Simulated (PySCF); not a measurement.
# Radial density of F⁺ (fluorine, charge +1)

B3LYP, [He] 2s2 2p4, high-spin 3P determinant. Computed with PySCF 2.14 in aug-cc-pVDZ-DK (4s3p2d, 23 functions), with scalar relativity by spin-free X2C-1e.

```tsv
r (bohr)	4πr²ρ (e/bohr)	4πr²(ρα − ρβ)
0.00373	0.07792	0.0001
0.00628	0.2093	0.0002
0.0106	0.5370	0.0004
0.0178	1.321	0.0011
0.0299	2.984	0.0029
0.0503	5.846	0.0081
0.0846	8.972	0.0295
0.142	9.311	0.1364
0.239	5.691	0.5265
0.402	4.114	1.3459
0.677	5.923	1.9842
1.14	3.884	1.2250
1.92	0.7069	0.2057
3.22	0.02865	0.0091
5.42	2.206e-05	0.0000
```

Densities and radii are taken from the X2C orbitals without a picture-change correction, which distorts them close to the nucleus.
